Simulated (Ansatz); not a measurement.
```xyz
12

F    -0.319    1.135    1.491
Al   -1.785    0.416    0.886
Si   -1.121   -0.781   -1.116
Si    1.146   -0.987   -0.548
Al    1.476    1.134    0.706
H    -2.968    0.781    1.864
H    -1.968   -1.977   -1.383
H    -1.327    0.203   -2.220
H     1.942   -1.259   -1.780
H     1.195   -2.223    0.295
H     1.348    2.436   -0.205
H     2.381    1.122    2.010
```

The species carries charge 0 and has multiplicity 1.

Question: List the CAM-B3LYP/def2-TZVPP orbital energies in eV (Ansatz 0.2.0). (Best estimate.)

Answer: Computed: Occupied: -1800.89, -1800.32, -1527.97, -1525.97, -674.83, -145.52, -144.95, -115.95, -113.97, -100.86, -100.84, -100.82, -100.29, -100.27, -100.23, -76.67, -76.56, -76.42, -74.69, -74.54, -74.50, -35.61, -17.62, -17.41, -15.66, -15.42, -15.24, -12.64, -11.90, -11.60, -11.05, -10.33, -9.36, -8.90, -8.14. Lowest empty: -1.40, -0.04, 0.28, 0.79, 1.17, 1.71, 2.01, 2.42.
